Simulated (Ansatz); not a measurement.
Abridged output of a molecular run in Ansatz:

```
Functional definition: HF
1641 factors; integrals over basis functions are off by at most 1.0e-3 eV
mean field evaluation 1: about -62161.4207 eV, gradient 4.0e1 eV
mean field evaluation 2: about -62161.7039 eV, gradient 4.0e1 eV
mean field evaluation 4: about -62165.5325 eV, gradient 4.8e0 eV
mean field evaluation 8: about -62165.6197 eV, gradient 4.7e-1 eV
mean field evaluation 16: about -62165.6218 eV, gradient 1.2e-6 eV
mean field -62165.62179450 eV, -2284.5444635759 hartree, gradient 1.2e-6 eV, S^2 0.000000; 0 other end points of the search recorded, 0 dependent functions left out
13 core orbitals not correlated: weight in the atoms' cores, before any rotation towards them, 1.000 or more for the frozen orbitals, at most 0.000 for the correlated occupied ones
reference -62165.62179450 eV, -2284.5444635759 hartree; 20, 20 occupied and 237, 237 virtual orbitals, 1641 factors
second order -28.14922675 eV of doubles, -0.00000000 eV of singles
cycle   1  -28.01909033 eV  change    1.3e-1 eV  update   1.3e-1
cycle   2  -28.84988352 eV  change   -8.3e-1 eV  update   3.9e-2
cycle   3  -29.01962925 eV  change   -1.7e-1 eV  update   2.0e-2
cycle   4  -29.00062355 eV  change    1.9e-2 eV  update   5.1e-3
cycle   5  -28.99880399 eV  change    1.8e-3 eV  update   2.6e-3
cycle   6  -29.00006606 eV  change   -1.3e-3 eV  update   7.6e-4
cycle   7  -28.99957412 eV  change    4.9e-4 eV  update   3.5e-4
cycle   8  -28.99948977 eV  change    8.4e-5 eV  update   1.3e-4
cycle   9  -28.99953299 eV  change   -4.3e-5 eV  update   5.1e-5
cycle  10  -28.99952205 eV  change    1.1e-5 eV  update   1.8e-5
perturbative correction -1.20585317 eV, -0.0443142867 hartree
Total energy: -62195.82716971 eV, -2285.6544906412 hartree
```

Its atoms:

Z-matrix (Å, degrees):
```
C
O 1 1.425
H 1 1.091 2 110.6
H 1 1.088 2 105.7 3 119.9
H 1 1.091 2 110.6 3 -120.1
C 2 1.340 1 116.1 3 60.1
Ge 6 1.977 2 110.6 1 -180.0
N 6 1.264 2 121.4 1 -0.0
H 7 1.534 6 109.9 2 -60.2
H 7 1.537 6 106.8 2 -179.7
H 7 1.534 6 109.9 2 60.7
H 8 1.014 6 111.4 2 180.0
```

(1) Which basis set was used?
A. def2-SVPD
B. def2-TZVPPD
C. cc-pV(Q+d)Z
D. def2-TZVPP

(2) Write the keys of the input that set method, charge and spin (a neutral closed shell needs none for the last two).

## Answers

(1) D. It gives 270 functions.

(2) 
```yaml
correlation: {method: ccsd_t}
```
